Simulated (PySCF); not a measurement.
BeFH. Atoms are numbered in the order given.

```xyz
3

Be     0.0000     0.0000     0.7861
H      0.0000     0.0000     2.1149
F      0.0000     0.0000    -0.5844
```

Geometry optimised at PBE0-D3(BJ)/def2-TZVPD.

Computed with PBE0/pcSseg-2 (PySCF).

GIAO shieldings, no solvent; atoms alike by connectivity are averaged. δ = σ(ref) − σ: ¹H against TMS (σ = 31.54 ppm); ¹⁹F against CFCl3 (σ = 165.8 ppm), references at their B3LYP-D3(BJ)/def2-TZVP geometries, non-relativistic.

Q: Estimate the chemical shifts. (An estimate is asked for; the answer gives what the named calculation found.)

A: 
```csv
nucleus,atoms,count,δ (ppm)
¹H,H2,1,3.47
¹⁹F,F3,1,-153.8
```
